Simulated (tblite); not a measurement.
Species: C4H12N2Si.
SMILES with atom numbers: `[CH3:1][CH2:2][C@H:3]1[CH2:4][NH:5][SiH2:6][NH:7]1` (hydrogens: H8, H9, H10 on C1; H11, H12 on C2; H13 on C3; H14, H15 on C4; H16 on N5; H17, H18 on Si6; H19 on N7)

Structure optimised with GFN2-xTB, isolated species.

Question: What internal coordinates does the optimisation give?

Answer: 
| bond | length (pm) |
| --- | --- |
| C1–C2 | 152.4 |
| C2–C3 | 153.1 |
| C3–C4 | 153.3 |
| C4–N5 | 144.5 |
| N5–Si6 | 172.2 |
| Si6–N7 | 171.8 |
| C3–N7 | 144.9 |
| C1–H8, C1–H9, C1–H10 | 108.8 |
| C2–H11 | 109.2 |
| C2–H12 | 109.2 |
| C3–H13 | 110.2 |
| C4–H14 | 110.0 |
| C4–H15 | 109.5 |
| N5–H16 | 100.6 |
| Si6–H17 | 146.5 |
| Si6–H18 | 146.7 |
| N7–H19 | 100.5 |

Bonds in one row agree within 1 pm and their mean is given. A selection of angles:
| angle | degrees |
| --- | --- |
| C2–C1–H8 | 110.6 |
| C2–C1–H9 | 110.2 |
| H8–C1–H9 | 108.4 |
| H8–C1–H10 | 108.6 |
| C1–C2–C3 | 113.0 |
| C1–C2–H11 | 109.5 |
| C1–C2–H12 | 109.2 |
| C3–C2–H11 | 108.4 |
| C3–C2–H12 | 108.3 |
| H11–C2–H12 | 108.2 |
| C2–C3–C4 | 111.6 |
| C2–C3–N7 | 111.8 |
| C2–C3–H13 | 108.7 |
| C4–C3–N7 | 105.1 |
| C4–C3–H13 | 108.8 |
| N7–C3–H13 | 110.8 |
| C3–C4–N5 | 106.5 |
| C3–C4–H14 | 109.1 |
| C3–C4–H15 | 110.9 |
| N5–C4–H14 | 111.9 |
| N5–C4–H15 | 110.3 |
| H14–C4–H15 | 108.2 |
| C4–N5–Si6 | 111.5 |
| C4–N5–H16 | 113.7 |
| Si6–N5–H16 | 123.5 |
| N5–Si6–N7 | 92.1 |
| N5–Si6–H17 | 106.7 |
| N5–Si6–H18 | 118.7 |
| N7–Si6–H17 | 118.9 |
| N7–Si6–H18 | 107.3 |
| H17–Si6–H18 | 112.2 |
| Si6–N7–H19 | 123.8 |
| C3–N7–Si6 | 112.8 |
| C3–N7–H19 | 113.8 |

Dihedral angles: C1–C2–C3–C4 171° (antiperiplanar); C2–C3–C4–N5 157° (antiperiplanar); C3–C4–N5–Si6 -31° (synclinal); C4–N5–Si6–N7 13° (synperiplanar); N5–Si6–N7–C3 10° (synperiplanar); C2–C3–N7–Si6 -149° (anticlinal).

The 5-membered ring C3–C4–N5–Si6–N7 has internal angles of 92.1° to 112.8° (sum 528°, against 540° for a flat polygon); it is puckered, 0.15 Å rms from its mean plane, widest ring torsion 36°. N7 (silicon-bound nitrogen) has angles 123.8°, 113.8° and 112.8°, sum 350.3°, 0.24 Å off the plane of its three neighbours. Si6 (SiH2 silicon) has angles from 92.1° to 118.9°. Of the pairs four or more bonds apart, H10···H19 is among the closest relative to their van der Waals radii: 2.31 Å, 96 % of the sum of Bondi's values. N5 (silicon-bound nitrogen) has angles 123.5°, 113.7° and 111.5°, sum 348.6°, 0.26 Å off the plane of its three neighbours.

Point group: C1 (no symmetry element, even within 0.4 Å). Its GFN2-xTB frequencies are all real (lowest 78 cm⁻¹). The numbers are those of one conformer.

All values are computed, not measured.
